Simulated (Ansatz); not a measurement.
Reaction (cleavage of the Si–Al bond): `[NH2][Al]([SiH3])[SiH2]O` + `O[SiH2][SiH3]` → `[SiH3]O[SiH2][SiH3]` + `[NH2][AlH][SiH2]O`

Isolated molecules relaxed with PBE0-D4/def2-TZVP in Ansatz; ΔE leaves out vibrations. CBS: MP2 limit from def2 TZ/QZ plus the TZ coupled-cluster correction, frozen cores. Functionals use def2-TZVPP. One conformer a species, not always the lowest.

Task: Is it downhill or uphill in electronic energy at CCSD(T)/CBS, and by how much? (Best estimate.)

Result: The calculation gave: Downhill: ΔE = -22.7 kcal/mol.

Task: What do these levels give: PBE-D4, r2SCAN-D4, PBE0-D4, CAM-B3LYP-D4, ωB97M-V, BHLYP, RPA@PBE/def2-TZVPP, CCSD/def2-SVP, HF/def2-TZVPP, MP2/def2-TZVPP, CCSD(T)/def2-TZVPP, MP2/CBS(def2)? (Best estimate.)

Result: Ansatz gave: PBE-D4 -16.0, r2SCAN-D4 -20.8, PBE0-D4 -18.3, CAM-B3LYP-D4 -24.9, ωB97M-V -23.7, BHLYP -25.4, RPA@PBE/def2-TZVPP -22.8, CCSD/def2-SVP -21.9, HF/def2-TZVPP -29.2, MP2/def2-TZVPP -24.4, CCSD(T)/def2-TZVPP -22.3, MP2/CBS(def2) -24.9 kcal/mol.

Largest T1 diagnostic among the species: 0.013.

At CCSD(T), def2-SVP lies +1.5 kcal/mol from the extrapolated value and def2-TZVPP +0.4 kcal/mol. From PBE to PBE0 (25 % exact exchange), in def2-TZVPP and without D4, ΔE moves by −2.4 kcal/mol.
